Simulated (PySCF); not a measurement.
A structure optimised at B3LYP-D3(BJ)/def2-SVP, used in a PySCF frequency run:

```
Nb
O 1 1.7087
O 1 1.9031 2 111.31
H 3 0.9649 1 133.87 2 -1.87
O 1 1.9031 2 111.31 3 -128.63
H 5 0.9649 1 133.87 2 1.87
C 1 2.1685 2 104.72 3 115.69
H 7 1.1035 1 110.37 2 -59.60
H 7 1.1035 8 107.92 1 -120.67
H 7 1.1040 8 108.85 9 -117.97
```
Charge 0, spin multiplicity 1.

Question: Write its SMILES, formula and point group.

Answer: [CH3][Nb](=[O])([OH])[OH], CH5NbO3, Cs

Question: What are its rotational constants (standard atomic weights)?

Answer: 3.1320, 3.0969, 2.6949 GHz
